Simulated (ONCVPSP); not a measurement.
## Scattering properties, ONCV potential for palladium (Pd)

* Element: palladium
* Generator: ONCVPSP 4.0.1
* Type: optimised norm-conserving Vanderbilt (ONCV)
* Functional: PBE
* Relativity: scalar-relativistic
* Frozen core: [Ar] 3d10
* Valence charge: 18
* Reference configuration: 4s2 4p6 4d9 5s1
* Partial waves: 4s+5s: rc 1.70 bohr, ncon 3, nbas 7, qcut 5.8 1/bohr, 2 projectors; 4p: rc 0.95 bohr, ncon 5, nbas 8, qcut 10.3 1/bohr, 1 projector; 4d: rc 1.85 bohr, ncon 4, nbas 8, qcut 9.8 1/bohr, 2 projectors, debl 0.5 Ha
* Local potential: polynomial inside 0.90 bohr (lpopt 5, dvloc0 4 Ha)
* Core correction: polynomial model core, fcfact 0.3

The phase is arctan(r·R′/R) of the radial function R(r), unwrapped; energies in Ha, scanned from -5 to 5 Ha. A pole is an energy at which the radial function vanishes at the test radius. The pseudo phase is shifted by a multiple of π to meet the all-electron one at the reference energy, and phase errors are pseudo minus all-electron; the curves can meet again beyond the range given. Levels narrower than the energy grid can be missing from the lists of poles.

Problem. For each channel, where are the poles, and over which energies does the pseudopotential scatter like the atom?

Solution.

| channel | radius (bohr) | reference energy (Ha) | poles, all-electron | poles, pseudo | unbroken range about the reference energy with phases within 0.05 rad | phase error 1 Ha above the reference energy (rad) |
| --- | --- | --- | --- | --- | --- | --- |
| s | 1.73 | -0.16 | -3.03 | -3.03, 3.29 | below 2.8 | -0.009 |
| p | 0.97 | -2.00 | none | 4.46 | below 4.4 | -0.002 |
| d | 1.88 | -0.25 | 0.36 | 0.36 | the whole range | +0.000 |

Note: no bound ghost flagged; GHOST(+) flagged for s at 91.7 eV.

Phases in the p channel:

| E (Ha) | all-electron | pseudo |
| --- | --- | --- |
| -4.96 | 0.348 | 0.316 |
| -4.48 | 0.136 | 0.108 |
| -4.00 | -0.104 | -0.124 |
| -3.52 | -0.346 | -0.358 |
| -3.04 | -0.567 | -0.572 |
| -2.56 | -0.752 | -0.753 |
| -2.08 | -0.899 | -0.900 |
| -1.60 | -1.016 | -1.016 |
| -1.12 | -1.108 | -1.110 |
| -0.64 | -1.182 | -1.185 |
| -0.16 | -1.242 | -1.248 |
| 0.32 | -1.291 | -1.300 |
| 0.80 | -1.333 | -1.345 |
| 1.28 | -1.369 | -1.383 |
| 1.76 | -1.400 | -1.418 |
| 2.24 | -1.427 | -1.449 |
| 2.72 | -1.451 | -1.477 |
| 3.20 | -1.472 | -1.504 |
| 3.68 | -1.492 | -1.530 |
| 4.16 | -1.510 | -1.555 |
| 4.64 | -1.526 | -1.581 |
